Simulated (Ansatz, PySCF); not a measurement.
Lewis adduct: BH3 (SMILES B) (first 4 atoms) with PH3 (SMILES P); geometry from B3LYP-D3(BJ)/def2-TZVP, rigid monomers moved along the line of their centres of mass till B1···P5 is 1.74 Å.
(charge 0, multiplicity 1):
```xyz
8

B     -0.030    -0.077     0.672
H      1.097    -0.421     0.418
H     -0.842    -0.969     0.655
H     -0.384     0.932     0.116
P      0.046     0.379     2.346
H     -1.134     0.837     2.959
H      0.437    -0.598     3.279
H      0.922     1.419     2.707
```

Monomers are frozen at their geometry in the pair; levels with a basis set take the counterpoise correction.

Frozen-core correlation. CBS: X⁻³ extrapolation of the correlation energy, Hartree–Fock from the larger set. Rows in 6-31G* carry no dispersion term and start afresh at each structure (6-31G* with six Cartesian d functions). MP2/6-31G* freezes PySCF's default core.

Programs: Ansatz (a first-principles code) with Gaussian orbitals; PySCF for 6-31G* rows. Values without a source in brackets are computed.

### Question
What interaction energy does MP2/6-31G* give?

### Answer
-87 kJ/mol

### Question
What is the computed interaction energy (B3LYP/def2-TZVPPD)?

### Answer
-119 kJ/mol

### Question
What is the computed interaction energy (CCSD(T)/CBS(aug-cc-pV(D+d)Z, aug-cc-pV(T+d)Z))?

### Answer
-125 kJ/mol
